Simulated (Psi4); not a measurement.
C4H9O (SMILES C1CC[OH+]C1), charge +1, singlet, at a GFN2-xTB geometry, with bond 11-3 at 3.0 times its length; HF/6-31G (Psi4).

Here is a job for Psi4.
```
memory 2 GB

molecule {
1 1
C    -0.00447944   -1.28472879    0.09392042
C     1.23954683   -0.37690799    0.08282651
C     0.68440553    1.04470378   -0.06175191
O    -0.74163892    0.90458995   -0.37031417
C    -1.15092608   -0.31491245    0.32720489
H    -0.12187878   -1.80153494   -0.85891324
H     0.04576841   -2.03792154    0.87515177
H     1.90529941   -0.63552379   -0.73769529
H     1.80459289   -0.46948605    1.00710049
H     1.15957586    1.63391109   -0.84446657
H     0.82052039    2.70790807    2.75646879
H    -0.83620533    0.74778215   -1.33255069
H    -2.11628290   -0.64158325   -0.05666754
H    -1.24881633   -0.04039584    1.37970000
}

set {
  basis 6-31g
  stability_analysis check
  scf_type pk
}

energy('scf')
print_variables()
```

What the program printed (banner, timings and long lists left out):

```
   => Loading Basis Set <=

    Name: 6-31G
    Role: ORBITAL
    Keyword: BASIS

         ---------------------------------------------------------
                                   SCF
               by Justin Turney, Rob Parrish, Andy Simmonett
                          and Daniel G. A. Smith
                              RHF Reference
         ---------------------------------------------------------

  ==> Geometry <==

    Molecular point group: c1
    Full point group: C1

    Geometry (in Angstrom), charge = 1, multiplicity = 1:

       Center              X                  Y                   Z               Mass
    ------------   -----------------  -----------------  -----------------  -----------------
         C            0.012166784754    -1.322306781110     0.072179533277    12.000000000000
         C            1.256193054754    -0.414485981110     0.061085623277    12.000000000000
         C            0.701051754754     1.007125788890    -0.083492796723    12.000000000000
         O           -0.724992695246     0.867011958890    -0.392055056723    15.994914619570
         C           -1.134279855246    -0.352490441110     0.305464003277    12.000000000000
         H           -0.105232555246    -1.839112931110    -0.880654126723     1.007825032230
         H            0.062414634754    -2.075499531110     0.853410883277     1.007825032230
         H            1.921945634754    -0.673101781110    -0.759436176723     1.007825032230
         H            1.821239114754    -0.507064041110     0.985359603277     1.007825032230
         H            1.176222084754     1.596333098890    -0.866207456723     1.007825032230
         H            0.837166614754     2.670330078890     2.734727903277     1.007825032230
         H           -0.819559105246     0.710204158890    -1.354291576723     1.007825032230
         H           -2.099636675246    -0.679161241110    -0.078408426723     1.007825032230
         H           -1.232170105246    -0.077973831110     1.357959113277     1.007825032230

  Running in c1 symmetry.

  Rotational constants: A =      0.20331  B =      0.19431  C =      0.12683 [cm^-1]
  Rotational constants: A =   6095.05956  B =   5825.12889  C =   3802.30670 [MHz]
  Nuclear repulsion =  195.883312668241359

  Charge       = 1
  Multiplicity = 1
  Electrons    = 40
  Nalpha       = 20
  Nbeta        = 20

  ==> Algorithm <==

  SCF Algorithm Type is PK.
  DIIS enabled.
  MOM disabled.
  Fractional occupation disabled.
  Guess Type is SAD.
  Energy threshold   = 1.00e-06
  Density threshold  = 1.00e-06
  Integral threshold = 1.00e-12

  ==> Primary Basis <==

  Basis Set: 6-31G
    Blend: 6-31G
    Number of shells: 43
    Number of basis functions: 63
    Number of Cartesian functions: 63
    Spherical Harmonics?: false
    Max angular momentum: 1

  ==> Integral Setup <==

  Using in-core PK algorithm.
   Calculation information:
      Number of atoms:                  14
      Number of AO shells:              43
      Number of primitives:            106
      Number of atomic orbitals:        63
      Number of basis functions:        63

      Integral cutoff                 1.00e-12
      Number of threads:                 1

  Performing in-core PK
  Using 4066272 doubles for integral storage.
  We computed 426037 shell quartets total.
  Whereas there are 447931 unique shell quartets.

  ==> DiskJK: Disk-Based J/K Matrices <==

    J tasked:                  Yes
    K tasked:                  Yes
    wK tasked:                  No
    Schwarz Cutoff:          1E-12

  Minimum eigenvalue in the overlap matrix is 4.4408799405E-03.
  Reciprocal condition number of the overlap matrix is 7.7760115046E-04.
    Using symmetric orthogonalization.

  ==> Pre-Iterations <==

  SCF Guess: Superposition of Atomic Densities via on-the-fly atomic UHF (no occupation information).

   -------------------------
    Irrep   Nso     Nmo
   -------------------------
     A         63      63
   -------------------------
    Total      63      63
   -------------------------

  ==> Iterations <==

                        Total Energy        Delta E     RMS |[F,P]|

   @RHF iter SAD:  -230.72960561610481   -2.30730e+02   0.00000e+00
   @RHF iter   1:  -230.78357225764205   -5.39666e-02   5.46295e-03 DIIS/ADIIS
   @RHF iter   2:  -230.84441791022107   -6.08457e-02   3.76951e-03 DIIS/ADIIS
   @RHF iter   3:  -230.87248918740070   -2.80713e-02   1.88156e-03 DIIS/ADIIS
   @RHF iter   4:  -230.88446005076659   -1.19709e-02   6.19132e-04 DIIS/ADIIS
   @RHF iter   5:  -230.88543160530156   -9.71555e-04   1.30916e-04 DIIS/ADIIS
   @RHF iter   6:  -230.88549706609112   -6.54608e-05   5.73108e-05 DIIS
   @RHF iter   7:  -230.88550828570351   -1.12196e-05   1.45089e-05 DIIS
   @RHF iter   8:  -230.88550925403962   -9.68336e-07   2.30023e-06 DIIS
   @RHF iter   9:  -230.88550929829182   -4.42522e-08   6.20780e-07 DIIS
  Energy and wave function converged.

	Presorting SO-basis two-electron integrals.
	Sorting File: SO Ints (nn|nn) nbuckets = 1
	Constructing frozen core operators
	Starting first half-transformation.
	Sorting half-transformed integrals.
	First half integral transformation complete.
	Starting second half-transformation.
	Two-electron integral transformation complete.
	Starting first half-transformation.
	Sorting half-transformed integrals.
	First half integral transformation complete.
	Starting second half-transformation.
	Two-electron integral transformation complete.
    Lowest singlet (RHF->RHF) stability eigenvalues:
       A 0.233976         A 0.242545         A 0.266590         A 0.278381
       A 0.288181

    Lowest triplet (RHF->UHF) stability eigenvalues:
       A -0.347951        A 0.184409         A 0.197450         A 0.252164
       A 0.260403

  ==> Post-Iterations <==

    Orbital Energies [Eh]
    ---------------------

    Doubly Occupied:

[...]
    Virtual:

[...]
      63A      2.028299

    Final Occupation by Irrep:
              A
    DOCC [    20 ]
    NA   [    20 ]
    NB   [    20 ]

  @RHF Final Energy:  -230.88550929829182

   => Energetics <=

    Nuclear Repulsion Energy =            195.8833126682413592
    One-Electron Energy =                -691.9409644064274971
    Two-Electron Energy =                 265.1721424398942872
    Total Energy =                       -230.8855092982918222

Computation Completed

Properties will be evaluated at   0.000000,   0.000000,   0.000000 [a0]

Properties computed using the SCF density matrix

 Multipole Moments:

 ------------------------------------------------------------------------------------
     Multipole            Electronic (a.u.)      Nuclear  (a.u.)        Total (a.u.)
 ------------------------------------------------------------------------------------

 L = 1.  Multiply by 2.5417464519 to convert [e a0] to [Debye]
 Dipole X            :         -1.6178159            1.4612090           -0.1566069
 Dipole Y            :          0.9709974           -0.8161630            0.1548345
 Dipole Z            :         -2.1111944            1.8659864           -0.2452081
 Magnitude           :                                                    0.3295852

 ------------------------------------------------------------------------------------

  Variable Map:
  ----------------------------------------------------------------------------
[...]
  Array Variable Map:
  ----------------------------------------------------------------------------
[...]
[...]
```
